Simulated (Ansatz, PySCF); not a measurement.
Dimer: H2O (SMILES O) (first 3 atoms) with ClH3Si (SMILES [SiH3]Cl); geometry from B3LYP-D3(BJ)/def2-TZVP, rigid monomers moved along the line of their centres of mass till O1···Si4 is 2.92 Å.
(charge 0, multiplicity 1):
```xyz
8

O      0.194    -0.243    -0.153
H      1.118    -0.325    -0.410
H      0.136     0.600     0.313
Si    -0.231    -1.085     2.614
Cl     0.047     0.979     2.595
H     -0.459    -1.457     4.025
H      0.996    -1.729     2.115
H     -1.408    -1.413     1.795
```

Interaction energies are E(AB) − E(A) − E(B) at the monomers' geometry in the complex; basis-set methods are counterpoise corrected. Rows marked so take none.

Rows in 6-31G* carry no dispersion term and start afresh at each structure (6-31G* with six Cartesian d functions).

The values were computed with Ansatz (a quantum-chemistry and plane-wave program); PySCF for 6-31G* rows, the dispersion terms. Values without a source in brackets are computed.

Task: One of these levels gives -3.06 kcal/mol for the interaction energy. Which?
(A) r2SCAN-D4/def2-TZVPPD
(B) B3LYP-D3(BJ)/def2-TZVPPD
(C) HF/6-31G* (no counterpoise)
(D) BP86/6-31G* (no counterpoise)

Result: D, BP86/6-31G* (no counterpoise). The others give -0.30 (HF/6-31G* (no counterpoise)), -2.21 (r2SCAN-D4/def2-TZVPPD), -1.71 (B3LYP-D3(BJ)/def2-TZVPPD)
